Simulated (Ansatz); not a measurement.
This Ansatz (a first-principles code) input (PBE0/def2-QZVP) gives -99.68125 Eh with 57 basis functions. A basis named .json is the Basis Set Exchange file of that set (core-valence sets with the plain set on hydrogen).

Ansatz 0.2 input:
```yaml
crystal:
  periodic: [false, false, false]
  atoms:
    - {symbol: F, position_ang: [0.00000000, 0.00000000, 0.00000000]}
basis:
  gaussian:
    orbitals: def2-QZVP.json
hamiltonian:
  xc: {name: PBE0}
magnetization: {spin_polarized: true, initial_magnetization: 1}
scf: {lower_state_search: full}
```

Change:
```diff
- orbitals: def2-QZVP.json
+ orbitals: def2-SVP
```

### Question
What does the run give now?

### Answer
-99.54906 Eh (PBE0/def2-SVP, 14 functions), a change of +132.19 mEh.
